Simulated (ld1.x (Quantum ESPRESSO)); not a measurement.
# Which change was made? (Bi, TM)

- Element: Bi (Z = 83)
- Generator: ld1.x (Quantum ESPRESSO) 7.5
- Type: norm-conserving Troullier–Martins (Kleinman–Bylander form)
- Functional: PBEsol
- Relativity: non-relativistic
- Frozen core: [Kr] 4d10 4f14 5s2
- Valence charge: 21
- Reference configuration: 5p6 5d10 6s2 6p2 (charge +1)
- Partial waves: 6s (bound): rc 2.20 bohr; 5p (bound): rc 1.30 bohr; 5d (bound): rc 1.80 bohr
- Local potential: all-electron potential smoothed inside 1.50 bohr (lloc = -1)
- Core correction: none

Occupied shells without a wave of their own: 6p. They enter only through the test configuration that unscreens the potential.

Cutoffs, loose and tight: the cutoffs (Ry, on a coarse ladder) from which the occupation-weighted sum of valence levels, in a spherical-Bessel basis at the reference potential, stays within 10 and 1 mRy of its value at 400 Ry. They do not see the model core or the augmentation charge, which bear on the density cutoff. Test errors are all-electron minus pseudo excitation energies from the reference, over the configurations 5p6 5d10 6s2 6p3; 5p6 5d10 6s2 6p1; 5p6 5d10 6s2 6p0; 5p6 5d10 6s2 6p2.5; 5p6 5d10 6s1 6p4; 5p6 5d9 6s2 6p4; 5p6 5d10 6s0 6p5; variants that change the core or the reference have their own tests. The largest error is taken over the tests solved by every variant that gives reliable tests at all, those not shown here included: 5p6 5d10 6s0 6p5; 5p6 5d10 6s1 6p4; 5p6 5d10 6s2 6p0; 5p6 5d10 6s2 6p1; 5p6 5d10 6s2 6p2.5; 5p6 5d10 6s2 6p3.

The base gives: outcome: generated, misses its reference levels by 0.31 eV; cutoff, loose: 120 Ry; cutoff, tight: 160 Ry; bound ghosts: s; largest test error (meV): +934.

Task: After one change the result is: outcome: generated, misses its reference levels by 2.29 eV; cutoff, loose: 90 Ry; cutoff, tight: 140 Ry; bound ghosts: none; largest test error (meV): +6796. Which change was it?
A. local potential the s channel
B. type RRKJ; local potential the s channel; rho0 0.02
C. functional PBE

Result: B. The others give: functional PBE → outcome: generated, misses its reference levels by 0.30 eV; cutoff, loose: 120 Ry; cutoff, tight: 160 Ry; bound ghosts: s; largest test error (meV): +900 | local potential the s channel → outcome: generated, misses its reference levels by 2.28 eV; cutoff, loose: 120 Ry; cutoff, tight: 160 Ry; bound ghosts: none; largest test error (meV): +6781.
